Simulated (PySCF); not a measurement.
C$_{6}$H$_{8}$N, charge +1, singlet, geometry from GFN2-xTB, with bond 9-1 at 1.8 times its length; HF/STO-3G (PySCF).

The PySCF input:
```python
from pyscf import gto, scf

mol = gto.M(
    atom='''
N    -2.304251   -0.120615    0.271809
C    -0.827573   -0.045694    0.103232
C    -0.159448   -1.118567   -0.459111
C     1.214441   -1.038239   -0.624000
C     1.896319    0.101597   -0.229119
C     1.211991    1.167173    0.333263
C    -0.161951    1.098980    0.503425
H    -2.784471    0.227506   -0.570829
H    -2.826486   -1.875455    0.553827
H    -2.598766    0.455289    1.072287
H    -0.692947   -2.005637   -0.765225
H     1.747087   -1.868141   -1.059380
H     2.965114    0.158947   -0.358483
H     1.742779    2.052940    0.642400
H    -0.697337    1.927430    0.941939
''',
    basis='sto-3g',
    charge=1,
    spin=0,
    verbose=4,
)

mf = scf.RHF(mol)
mf.kernel()
mo_i, mo_e, stable_i, stable_e = mf.stability(internal=True, external=True, return_status=True, nroots=6, tol=1e-6)
print('internally stable:', stable_i, ' externally stable:', stable_e)
if not stable_e:
    umf = mf.to_uhf() if not hasattr(mf, 'xc') else mf.to_uks()
    umf.scf_summary = {}
    umf.kernel(umf.make_rdm1(mo_e, umf.mo_occ))
```

What the program printed (banner, timings and long lists left out):

```
PySCF version 2.14.0

[INPUT] verbose = 4
[INPUT] num. atoms = 15
[INPUT] num. electrons = 50
[INPUT] charge = 1
[INPUT] spin (= nelec alpha-beta = 2S) = 0
[INPUT] symmetry False subgroup None
[INPUT] Mole.unit = angstrom
[INPUT] Symbol           X                Y                Z      unit          X                Y                Z       unit  Magmom
[...]
nuclear repulsion = 279.171770181944
number of shells = 29
number of NR pGTOs = 129
number of NR cGTOs = 43
basis = sto-3g
ecp = {}

******** <class 'pyscf.scf.hf.RHF'> ********
method = RHF
initial guess = minao
damping factor = 0
level_shift factor = 0
DIIS = <class 'pyscf.scf.diis.CDIIS'>
diis_start_cycle = 1
diis_space = 8
diis_damp = 0
SCF conv_tol = 1e-09
SCF conv_tol_grad = None
SCF max_cycles = 50
direct_scf = True
direct_scf_tol = 1e-13
Set gradient conv threshold to 3.16228e-05
Initial guess from minao.
init E= -284.69470269363
cycle= 1 E= -282.378129746838  delta_E= 2.32  |g|= 0.36  |ddm|= 5.11
cycle= 2 E= -282.427893532156  delta_E= -0.0498  |g|= 0.144  |ddm|= 0.705
cycle= 3 E= -282.434640530149  delta_E= -0.00675  |g|= 0.0546  |ddm|= 0.252
cycle= 4 E= -282.435922160461  delta_E= -0.00128  |g|= 0.00708  |ddm|= 0.0963
cycle= 5 E= -282.435963650276  delta_E= -4.15e-05  |g|= 0.00394  |ddm|= 0.016
cycle= 6 E= -282.435976034061  delta_E= -1.24e-05  |g|= 0.00125  |ddm|= 0.0104
cycle= 7 E= -282.43597776993  delta_E= -1.74e-06  |g|= 0.000455  |ddm|= 0.00431
cycle= 8 E= -282.435977999499  delta_E= -2.3e-07  |g|= 0.0002  |ddm|= 0.00152
cycle= 9 E= -282.435978034417  delta_E= -3.49e-08  |g|= 3.39e-05  |ddm|= 0.000696
cycle= 10 E= -282.435978035449  delta_E= -1.03e-09  |g|= 8.29e-06  |ddm|= 0.000117
cycle= 11 E= -282.435978035508  delta_E= -5.92e-11  |g|= 3.58e-06  |ddm|= 2.27e-05
Extra cycle  E= -282.435978035518  delta_E= -9.44e-12  |g|= 1.62e-06  |ddm|= 9.18e-06
converged SCF energy = -282.435978035518
rhf_internal: lowest eigs of H = [0.59224756 0.62688149 0.91449372 1.02328854 1.20361252 1.22950686]
<class 'pyscf.scf.hf.RHF'> wavefunction is stable in the internal stability analysis
rhf_real2complex: lowest eigs of H = [0.1347987  0.1530556  0.22966103 0.26888935 0.27050714 0.29043551]
<class 'pyscf.scf.hf.RHF'> wavefunction is stable in the real -> complex stability analysis
rhf_external: lowest eigs of H = [-0.15933407 -0.06540258  0.12253656  0.13996279  0.1744437   0.17964295]
<class 'pyscf.scf.hf.RHF'> wavefunction has an RHF/RKS -> UHF/UKS instability
internally stable: True  externally stable: False

******** <class 'pyscf.scf.uhf.UHF'> ********
method = UHF
initial guess = minao
damping factor = 0
level_shift factor = 0
DIIS = <class 'pyscf.scf.diis.CDIIS'>
diis_start_cycle = 1
diis_space = 8
diis_damp = 0
SCF conv_tol = 1e-09
SCF conv_tol_grad = None
SCF max_cycles = 50
direct_scf = True
direct_scf_tol = 1e-13
number electrons alpha = 25  beta = 25
Set gradient conv threshold to 3.16228e-05
init E= -282.264829826125
cycle= 1 E= -282.449137011255  delta_E= -0.184  |g|= 0.16  |ddm|= 0.84
cycle= 2 E= -282.468925806384  delta_E= -0.0198  |g|= 0.0543  |ddm|= 0.29
cycle= 3 E= -282.471593431448  delta_E= -0.00267  |g|= 0.0173  |ddm|= 0.0811
cycle= 4 E= -282.472372990996  delta_E= -0.00078  |g|= 0.0121  |ddm|= 0.0526
cycle= 5 E= -282.472696940679  delta_E= -0.000324  |g|= 0.0119  |ddm|= 0.0228
cycle= 6 E= -282.472315021382  delta_E= 0.000382  |g|= 0.0112  |ddm|= 0.0268
cycle= 7 E= -282.471073933808  delta_E= 0.00124  |g|= 0.00699  |ddm|= 0.125
cycle= 8 E= -282.470758728606  delta_E= 0.000315  |g|= 0.00287  |ddm|= 0.0953
cycle= 9 E= -282.470755244248  delta_E= 3.48e-06  |g|= 0.00103  |ddm|= 0.0268
cycle= 10 E= -282.470756980038  delta_E= -1.74e-06  |g|= 0.00042  |ddm|= 0.00709
cycle= 11 E= -282.470757511909  delta_E= -5.32e-07  |g|= 0.000169  |ddm|= 0.00181
cycle= 12 E= -282.470757590035  delta_E= -7.81e-08  |g|= 7.94e-05  |ddm|= 0.000759
cycle= 13 E= -282.470757607028  delta_E= -1.7e-08  |g|= 4.09e-05  |ddm|= 0.000283
cycle= 14 E= -282.470757612032  delta_E= -5e-09  |g|= 1.54e-05  |ddm|= 0.000182
cycle= 15 E= -282.470757612569  delta_E= -5.37e-10  |g|= 6.95e-06  |ddm|= 5.29e-05
Extra cycle  E= -282.470757612662  delta_E= -9.35e-11  |g|= 4.97e-06  |ddm|= 1.43e-05
converged SCF energy = -282.470757612662  <S^2> = 0.69218014  2S+1 = 1.9413193
```
